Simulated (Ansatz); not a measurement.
Geometry optimisation, Ansatz 0.2.0, RKS B3LYP-D4/def2-SVP.

Input file:

```yaml
crystal:
  periodic: [false, false, false]
  atoms:
    - { symbol: C, position_ang: [-0.3025, -1.9102, -0.6405] }
    - { symbol: C, position_ang: [-0.1409, -0.7564, -0.2513] }
    - { symbol: Si, position_ang: [0.1611, 0.9805, 0.3586] }
    - { symbol: F, position_ang: [-0.3874, 2.0362, -0.6549] }
    - { symbol: H, position_ang: [-0.5409, -2.8573, -1.0304] }
    - { symbol: H, position_ang: [-1.06617, -0.182, -0.20615] }
    - { symbol: H, position_ang: [1.6804, 1.2422, 0.4591] }
basis:
  gaussian: { orbitals: def2-SVP }
hamiltonian:
  xc: b3lyp
  dispersion: d4
relax:
  f_tol: 0.02
  max_steps: 50
```

Command:

```bash
$ ansatz run input.yaml --threads 1 --pin off --max-ram 2048MiB --backend cpu --events-out ev --progress --plain --runs-dir out
```

Question: Where does it end, and by what steps?

Answer: The forces met the threshold. After 13 steps the energy has fallen by 4.654 eV; H6 moved furthest, 1.81 Å. Parted: C2–H6. Joined: Si3–H6.

```tsv
step	energy less start (eV)	largest force component (eV/Å)	accepted
0	0.0000	3.646	yes
1	-0.8026	1.378	yes
2	-1.1013	1.236	yes
3	-1.3188	1.083	yes
4	-1.7031	1.789	yes
5	-2.4654	2.177	yes
6	-3.3244	1.898	yes
7	-4.0107	1.394	yes
8	-4.3046	0.934	yes
9	-4.4932	0.542	yes
10	-4.6017	0.278	yes
11	-4.6484	0.751	yes
12	-4.6539	0.072	yes
13	-4.6540	0.004	yes
```

```xyz
7
Properties=species:S:1:pos:R:3
C -0.207 -2.031 -1.042
C -0.129 -0.913 -0.567
Si -0.010 0.756 0.169
F -0.301 1.866 -0.984
H -0.276 -3.018 -1.462
H -1.035 0.913 1.230
H 1.361 0.979 0.690
```

Whether the end is a true minimum wasn't checked by a vibrational analysis.

Time of the run: 38 s on 1 thread of Arm Neoverse V1, on a shared host, peak memory 0.25 GiB.
